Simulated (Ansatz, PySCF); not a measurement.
Gas-phase reaction (SMILES): C[Si](O)(O)O [trihydroxy(methyl)silane] -> O[Si](O)O + [CH3] (CH3); the C-Si bond at the site shown breaks (other sites are not compared here).

Geometries: B3LYP-D3(BJ)/def2-TZVP minima from Ansatz (a quantum-chemistry and plane-wave program), one conformer each, not searched for the lowest. Cores are frozen in the correlated levels unless marked. Open shells are spin-unrestricted. Spin-orbit coupling is left out. Non-relativistic. Basis-set limits of correlation are two-point, X^-3; Hartree-Fock from the larger set. The bracket is a focal-point correction in the basis named. Thermal terms are rigid-rotor harmonic-oscillator values from B3LYP-D3(BJ) frequencies (Ansatz or PySCF) at 298.15 K and 1 atm. 1 Eh = 627.5095 kcal/mol.

```csv
species,"E, RI-MP2/CBS(aug-cc-pV(T+d)Z,aug-cc-pV(Q+d)Z)+[CCSD(T)-MP2]/aug-cc-pV(T+d)Z (Ansatz) (Eh)","E, PBE-D3(BJ)/def2-TZVPD (Ansatz + dftd3) (Eh)",H - E (Eh)
C[Si](O)(O)O,-556.44762,-556.74884,0.08835
O[Si](O)O,-516.50318,-516.80730,0.04851
[CH3] (CH3),-39.78163,-39.78905,0.03371
```

Work out ΔE and ΔH at 298.15 K at the first level, then ΔH at the second.


1. ΔE = [(-516.50318) + (-39.78163)] - [(-556.44762)] = 0.16281 Eh = 102.2 kcal/mol at RI-MP2/CBS(aug-cc-pV(T+d)Z,aug-cc-pV(Q+d)Z)+[CCSD(T)-MP2]/aug-cc-pV(T+d)Z.
2. The terms H - E add up to -0.00613 Eh, so ΔH = (0.16281 + (-0.00613))×627.5095 = 98.3 kcal/mol.
3. At PBE-D3(BJ)/def2-TZVPD the same steps give ΔE = 95.7 and ΔH = 91.8 kcal/mol, a shift of -6.5 from the first level.
4. These values are not checked against measurement here, since the tables used lack a sound gas-phase enthalpy of formation for at least one species.
